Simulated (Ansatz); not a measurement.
`[F][SnH][Cl]` radical, relaxed with UKS PBE-D4/def2-SVP in Ansatz from a rough embedded geometry. The force threshold is 0.03 eV/Å; the program also tests the step.

Charge 0, multiplicity 2. Sn: def2 effective core potential.

Start:

```xyz
4

F     1.159   -0.212    1.420
Sn    0.225   -0.422   -0.228
Cl    0.056    1.676   -1.218
H    -1.440   -1.042    0.025
```

How much energy does the relaxation release, and in how many steps? (Best estimate.)

Ansatz gave: 11.02 kJ/mol, in 2 steps.

Which bonds change most? (Best estimate.)

Computed: Sn2–Cl3 from 2.326 to 2.392 Å; F1–Sn2 from 1.906 to 1.970 Å; Sn2–H4 from 1.795 to 1.784 Å.

Give the relaxed structure. (Estimate.)

Computed: 
```xyz
4

F     1.105   -0.213    1.444
Sn    0.244   -0.480   -0.307
Cl    0.057    1.722   -1.224
H    -1.407   -1.030    0.087
```
